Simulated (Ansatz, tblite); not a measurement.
Adding an electron: the cluster Be2I2⁺. Total charge 1; doublet. Geometry: r2SCAN-D4/def2-TZVP. Ansatz, gas phase; energy differences of separate SCF runs; the reduced species is a singlet (the triplet lies 0.47 eV higher at PBE0-D4/def2-TZVP).

```xyz
4

Be    1.352   -0.284   -2.018
Be   -0.500    0.108    0.762
I     1.746    0.165    0.300
I    -2.598    0.011    0.957
```

In the def2 sets I takes a core potential; there is no spin–orbit coupling. The xTB rows come from tblite. The structure comes from a short search, and lower isomers may exist.

```tsv
level	−HOMO (eV)	−LUMO (eV)	vertical EA (eV)	HOMO–LUMO gap (eV)
GFN1-xTB	–	–	10.85	–
GFN2-xTB	–	–	11.41	–
PBE0-D4/def2-TZVP	11.38	7.53	6.12	3.84
```

**Question.** Estimate the rows for PBE-D4/def2-TZVP, r2SCAN-D4/def2-TZVP.

**Answer.** 
```csv
level,−HOMO (eV),−LUMO (eV),vertical EA (eV),HOMO–LUMO gap (eV)
PBE-D4/def2-TZVP,10.34,8.29,6.15,2.04
r2SCAN-D4/def2-TZVP,10.63,7.71,5.96,2.91
```

  HOMO and LUMO are the levels of the spin that leaves or enters (xTB has no such levels and no spin-polarisation term). Other spin states of the ions may lie lower, which would lower the ionisation energy or raise the affinity. Raw xTB energy differences between charge states are shifted by several eV; the methods need an empirical correction for them.
